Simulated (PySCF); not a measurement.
C5H5OP.
Atom-mapped SMILES: `[OH:1][c:2]1[cH:3][cH:4][cH:5][p:6][cH:7]1` (hydrogens: H8 on O1; H9 on C3; H10 on C4; H11 on C5; H12 on C7)

Method: PBE/6-31+G* geometry optimisation, gas phase in PySCF; density fitting, grid level 1; the optimiser is geomeTRIC in internal coordinates, started from a GFN2-xTB structure.

Step 0: E = -16588.0867 eV
```
atom  x, y, z in Å  |  force x, y, z in eV/Å
O1      2.3592    0.1934   -0.3750    0.559  -0.628  -0.220
C2      1.0352   -0.0676   -0.1954    0.205   0.168  -0.003
C3      0.1552    0.9529    0.1543    0.165   0.313   0.033
C4     -1.1977    0.7382    0.3483   -0.141   0.409   0.104
C5     -1.8033   -0.4933    0.2167   -0.328  -0.529  -0.052
P6     -0.9865   -1.9619   -0.2088   -0.251  -0.640  -0.079
C7      0.6311   -1.3803   -0.3781   -0.049  -0.325  -0.050
H8      2.5368    1.1301   -0.2243    0.106   0.680   0.113
H9      0.5509    1.9539    0.2778    0.161   0.497   0.069
H10    -1.8103    1.5892    0.6188   -0.278   0.443   0.134
H11    -2.8693   -0.5638    0.3886   -0.519  -0.024   0.086
H12     1.3998   -2.0917   -0.6490    0.370  -0.364  -0.134
```

Problem. Estimate the geometry and energy of step 1. (The exact step hangs on the optimiser's Hessian estimate; all steps are aligned on step 0, rigid shifts and turns removed.)

Solution. E = -16588.1616 eV, largest force 0.165 eV/Å
```
atom  x, y, z in Å  |  force x, y, z in eV/Å
O1      2.3884    0.1887   -0.3825    0.037   0.031   0.001
C2      1.0490   -0.0667   -0.1975    0.060   0.015  -0.007
C3      0.1585    0.9648    0.1569    0.036   0.085   0.011
C4     -1.2108    0.7458    0.3524   -0.064   0.074   0.024
C5     -1.8266   -0.5036    0.2173   -0.066   0.016   0.013
P6     -0.9938   -1.9804   -0.2109   -0.055  -0.154  -0.021
C7      0.6398   -1.3945   -0.3811    0.069  -0.030  -0.017
H8      2.5615    1.1419   -0.2285   -0.011  -0.033  -0.005
H9      0.5528    1.9817    0.2846   -0.001  -0.001   0.001
H10    -1.8275    1.6118    0.6271    0.003   0.001  -0.001
H11    -2.9071   -0.5720    0.3919   -0.002  -0.004  -0.001
H12     1.4171   -2.1182   -0.6557   -0.005   0.001   0.002
```

The energy changes by -0.0749 eV. The first-order estimate −F·Δx gives -0.1426 eV and the mean of the old and new forces, exact on a quadratic surface, -0.0760 eV. The step makes an angle of 34° with the force vector and moves no atom by more than 0.039 Å.

The cost below is that of the whole optimisation. Time: 52 s; peak memory 0.61 GiB. Hardware: Arm Neoverse V1, one thread, no GPU, on a shared host.
